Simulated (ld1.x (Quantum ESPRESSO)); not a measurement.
# Reading a pseudo-wave (rhenium)

Columns: radius, all-electron u(r) and pseudo u(r) of the 6s shell (level -6.16 eV) of rhenium in the configuration [Xe] 4f14 5d5 6s2 6p0; LDA (PZ), scalar-relativistic, TM scheme, ld1.x (Quantum ESPRESSO) 7.5.

```csv
r (bohr),all-electron,pseudo
0.140,0.1330,-0.0148
0.280,-0.1363,-0.0304
0.420,-0.1398,-0.0478
0.560,0.0923,-0.0679
0.700,0.2652,-0.0919
0.840,0.3062,-0.1208
0.980,0.2434,-0.1557
1.120,0.1224,-0.1977
1.260,-0.0202,-0.2470
1.400,-0.1613,-0.3032
1.540,-0.2881,-0.3645
1.680,-0.3950,-0.4280
1.820,-0.4806,-0.4895
1.960,-0.5460,-0.5447
2.100,-0.5929,-0.5895
2.240,-0.6241,-0.6217
2.380,-0.6417,-0.6408
2.520,-0.6484,-0.6482
2.660,-0.6461,-0.6461
2.800,-0.6366,-0.6366
2.940,-0.6216,-0.6216
3.080,-0.6024,-0.6024
3.220,-0.5801,-0.5801
3.360,-0.5555,-0.5555
3.500,-0.5294,-0.5294
3.640,-0.5025,-0.5025
```

(1) How many radial nodes do the two functions have?

(2) At about which radius was the pseudo-wave matched?

(3) Is the pseudo-wave norm-conserving?

Results:

(1) The all-electron 6s function has n − l − 1 = 5 (the table is too coarse to show those close to the nucleus); the pseudo-wave has 0, since the states of the same l below it are removed with the core.

(2) 2.80 bohr. The columns agree to 0.0005 from 2.52 bohr on; several derivatives are matched, so the curves merge somewhat inside the radius.

(3) Yes: the TM scheme keeps the norm inside the radius equal to the all-electron one, which fixes the energy derivative of the logarithmic derivative at the level.
